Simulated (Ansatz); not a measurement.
Consider the formal exchange of groups at a B–F bond: `CB(F)C=O` + CH₄ → `CB(C)C=O` + H–F.

Computed with Ansatz on PBE0-D4/def2-TZVP structures; ΔE is electronic, products minus reactants. CCSD(T)/CBS is the MP2 limit (def2-TZVPP, def2-QZVPP) plus CCSD(T) − MP2 in def2-TZVPP, frozen cores. This one scheme is used for every species. DFT in def2-TZVPP. Each species was taken in one conformer, which may not be the lowest.

| level | ΔE (kcal/mol) |
| --- | --- |
| LDA (SPW92) | 30.9 |
| CAM-B3LYP | 35.3 |

Task: What does CCSD(T)/CBS give? (Best estimate.)

Result: Ansatz gave: +31.4 kcal/mol. The listed levels differ from it by -0.5, 3.9 kcal/mol.

Largest T1 diagnostic among the species: 0.014.

At CCSD(T), def2-SVP lies +7.4 kcal/mol from the extrapolated value and def2-TZVPP +1.5 kcal/mol. The D4 term adds −1.6 kcal/mol with B3LYP and −0.9 kcal/mol with PBE0; it sums over pairs of atoms, weighted by their polarisabilities, and B3LYP, whose exchange is more repulsive, gets the larger term.

B3LYP here is the variant with VWN-RPA as its local correlation; programs differ in this.
